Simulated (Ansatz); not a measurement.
H4N2Si, SMILES `N[Si]N` (lower singlet) (charge 0, multiplicity 1). This singlet lies 2.50 eV below the relaxed triplet at the level frozen-core CCSD(T)/cc-pVTZ // PBE0-D3(BJ)/def2-TZVP (Ansatz, an electronic-structure program).

Computed with Ansatz with LC-ωPBE/cc-pVTZ // PBE0-D3(BJ)/def2-TZVP.

Ansatz 0.2 input:
```yaml
crystal:
  periodic: [false, false, false]
  atoms:
    - { symbol: N, position_ang: [-1.30647, -0.156052, 0.040002] }
    - { symbol: Si, position_ang: [0.089296, -0.780933, 0.818937] }
    - { symbol: N, position_ang: [1.311726, 0.110094, 0.008313] }
    - { symbol: H, position_ang: [-1.347679, 0.54171, -0.68805] }
    - { symbol: H, position_ang: [-2.221789, -0.486291, 0.297068] }
    - { symbol: H, position_ang: [2.280661, -0.0286, 0.242576] }
    - { symbol: H, position_ang: [1.194255, 0.800071, -0.718848] }
basis:
  gaussian: { orbitals: cc-pVTZ }
hamiltonian:
  xc: lc_wpbe
```

Output:

```
Functional definition: LC-wPBE
865 factors; their error is unknown
275 factors; integrals over basis functions are off by at most 2.4e-5 eV
mean field evaluation 1: about -10913.2556 eV, gradient 6.5e1 eV
mean field evaluation 2: about -10913.8505 eV, gradient 6.1e1 eV
mean field evaluation 4: about -10920.7629 eV, gradient 8.0e-1 eV
mean field evaluation 8: about -10920.7366 eV, gradient 1.8e-1 eV
mean field evaluation 16: about -10920.7367 eV, gradient 5.4e-5 eV
mean field -10920.73669532 eV, -401.3296712117 hartree, gradient 5.4e-5 eV, S^2 0.000000; 0 other end points of the search recorded, 0 dependent functions left out
reference -10920.73669532 eV, -401.3296712119 hartree; 16, 16 occupied and 134, 134 virtual orbitals, 865 factors
Total energy: -10920.73669532 eV, -401.3296712119 hartree
```
